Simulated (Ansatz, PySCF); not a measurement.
This Ansatz (a program for electronic structure) input computes a B3LYP/def2-TZVPD energy:

Ansatz 0.2 input:
```yaml
crystal:
  periodic: [false, false, false]
  atoms:
    - {symbol: Ge, position_ang: [-0.00000000, -0.00000000, -1.11111405]}
    - {symbol: Se, position_ang: [0.00000000, 0.00000000, 1.04575440]}
basis:
  gaussian:
    orbitals: def2-TZVPD
hamiltonian:
  xc: {name: B3LYP}
output: {forces: true}
```

Question: Write an input for the same energy in PySCF and say what it gives.

Answer: 
```python
from pyscf import gto, scf, dft

mol = gto.M(
    atom='''
    Ge   -0.00000000   -0.00000000   -1.11111405
    Se    0.00000000    0.00000000    1.04575440
    ''',
    basis='def2-tzvpd',
    charge=0,
    spin=0,
    verbose=4,
)

mf = dft.RKS(mol, xc='b3lyp').density_fit(auxbasis='def2-universal-jkfit')
mf.grids.level = 3
mf.conv_tol = 1e-9
mf.max_cycle = 100
mf.max_memory = 1500
mf.kernel()
if not mf.converged:
    mf = mf.newton()
    mf.kernel(mf.make_rdm1())
mf.analyze()
```
It gives -4478.68060 Eh, and Ansatz -4478.68053 Eh, a difference of 0.07 mEh, from the treatment of integrals and grids.
